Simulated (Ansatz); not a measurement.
A nudged elastic band was laid between two geometries of ClH3Sn + F (6 atoms, charge 0, multiplicity 2).

Level of theory: UHF/def2-SVP in Ansatz.

```json
{"movable images": "7", "climbing image": "yes", "spring": "5.0 eV/Å²", "optimiser": "quadratic models (default)", "start path": "through a guess of the saddle point", "force threshold": "0.05 eV/Å", "iteration limit": "60", "end points": "relaxed"}
```

Image 0:

```xyz
6
Properties=species:S:1:pos:R:3
Sn 0.005 0.000 -0.211
Cl 0.047 0.000 2.156
H 1.628 0.000 -0.715
H -0.819 1.413 -0.673
H -0.819 -1.413 -0.673
F -0.041 0.000 5.497
```

Image 8:

```xyz
6
Properties=species:S:1:pos:R:3
Sn -0.001 0.000 -0.582
Cl 0.003 0.000 3.869
H 1.621 0.000 -1.130
H -0.812 1.405 -1.130
H -0.812 -1.405 -1.130
F 0.004 0.000 5.484
```

Problem. Which bonds break or form, and what moves?

Solution. Bonds broken: Sn1–Cl2. Bonds formed: Cl2–F6. ClH3Sn + F becomes ClF + H3Sn.

Problem. Give the energies along the band, and the barrier.

Solution. The run converged. The highest image is number 5 of 0 to 8, 2.93 eV above the first end and 0.06 eV above the last; the last end lies 2.87 eV above the first. Neighbouring images differ by up to 2.2 eV, so the band resolves the path poorly. A vibrational analysis at the climbing image gives one clearly imaginary mode, 158i cm⁻¹: a first-order saddle point.

```json
{"image": "0", "path coordinate (Å)": "0.00", "energy (eV)": "0.00", "Sn1–Cl2 (Å)": "2.37", "Cl2–F6 (Å)": "3.34"}
{"image": "1", "path coordinate (Å)": "0.52", "energy (eV)": "0.00", "Sn1–Cl2 (Å)": "2.37", "Cl2–F6 (Å)": "3.78"}
{"image": "2", "path coordinate (Å)": "1.04", "energy (eV)": "0.00", "Sn1–Cl2 (Å)": "2.36", "Cl2–F6 (Å)": "3.25"}
{"image": "3", "path coordinate (Å)": "1.56", "energy (eV)": "0.01", "Sn1–Cl2 (Å)": "2.37", "Cl2–F6 (Å)": "3.02"}
{"image": "4", "path coordinate (Å)": "2.08", "energy (eV)": "0.75", "Sn1–Cl2 (Å)": "2.61", "Cl2–F6 (Å)": "2.30"}
{"image": "5", "path coordinate (Å)": "2.60", "energy (eV)": "2.93", "Sn1–Cl2 (Å)": "3.20", "Cl2–F6 (Å)": "1.67"}
{"image": "6", "path coordinate (Å)": "3.08", "energy (eV)": "2.89", "Sn1–Cl2 (Å)": "3.63", "Cl2–F6 (Å)": "1.62"}
{"image": "7", "path coordinate (Å)": "3.56", "energy (eV)": "2.87", "Sn1–Cl2 (Å)": "4.04", "Cl2–F6 (Å)": "1.62"}
{"image": "8", "path coordinate (Å)": "4.05", "energy (eV)": "2.87", "Sn1–Cl2 (Å)": "4.45", "Cl2–F6 (Å)": "1.61"}
```

Problem. What is the geometry of the highest image?

Solution. 
```xyz
6
Properties=species:S:1:pos:R:3
Sn -0.005 0.000 -0.192
Cl 0.010 0.000 3.010
H 1.622 0.000 -0.710
H -0.822 1.411 -0.700
H -0.822 -1.411 -0.700
F 0.019 0.000 4.675
```

Run time: 6 min on 1 thread of AMD EPYC 7R43 64-Core Processor (Zen 3) (shared host), peak memory 0.21 GiB.
